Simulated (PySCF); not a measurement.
Computed shifts of a molecule C₂H₆ClFSi, PBE0/pcSseg-1 (PySCF), GIAO, gas phase, atoms alike by connectivity averaged where their shifts nearly agree, in ppm (number of nuclei): ¹³C: 15.4 (1), 7.4 (1). ²⁹Si: 22.5 (1). ¹⁹F: -170.4 (1). ¹H: 5.77 (1), 1.47 (3), 1.23 (1), 0.81 (1). References: ¹³C against TMS (σ = 186.3 ppm); ²⁹Si against TMS (σ = 352.7 ppm); ¹⁹F against CFCl3 (σ = 167.2 ppm); ³⁵Cl against HCl (σ = 945.9 ppm); ¹H against TMS (σ = 31.56 ppm), references at their B3LYP-D3(BJ)/def2-TZVP geometries, non-relativistic (without spin–orbit terms, shifts of atoms bonded to Cl or Br come out too high). Coordinates come from a PBE0-D3(BJ)/def2-SVP optimisation. The values are those of a single conformer.

**Question.** Which molecule gave these data?
A. C[C@@H](F)[SiH2]Cl
B. CC[Si@@H](F)Cl
C. C[Si](C)(F)Cl
D. C[Si@H](Cl)CF

**Answer.** B, CC[Si@@H](F)Cl
